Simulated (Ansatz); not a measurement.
Cl3HSeSi, SMILES `Cl[Si](Cl)(Cl)[SeH]`. The species carries charge 0 and has multiplicity 1. The geometry is a stationary point of PBE0-D4/def2-TZVP. It is one conformer, not always the lowest.

```xyz
6

Cl    1.218    1.748   -0.098
Si    0.012    0.147   -0.440
Cl   -1.371    0.632   -1.846
Cl    1.192   -1.352   -1.144
Se   -1.146   -0.460    1.390
H     0.094   -0.715    2.138
```

(1) What is the dipole moment at ωB97M-V/def2-TZVPP? (Estimate.)

(2) And with PBE, r2SCAN, B3LYP? (An estimate is asked.)

(3) Give the Mulliken charges with ωB97M-V, B3LYP, PBE in def2-TZVPP. (Best estimate.)

## Answers

(1) The calculation gave: 0.99 D, with components (0.11, -0.31, 0.94) D in this frame, pointing from negative to positive charge.

(2) Computed: PBE 0.99 D, r2SCAN 1.01 D, B3LYP 1.01 D.

(3) The calculation gave: 
| atom | ωB97M-V | B3LYP | PBE |
| --- | --- | --- | --- |
| Cl1 | -0.15 | -0.19 | -0.16 |
| Si2 | 0.49 | 0.60 | 0.51 |
| Cl3 | -0.15 | -0.19 | -0.16 |
| Cl4 | -0.15 | -0.19 | -0.16 |
| Se5 | -0.12 | -0.11 | -0.10 |
| H6 | 0.08 | 0.06 | 0.07 |

B3LYP here is the variant with VWN-RPA as its local correlation; programs differ in this.
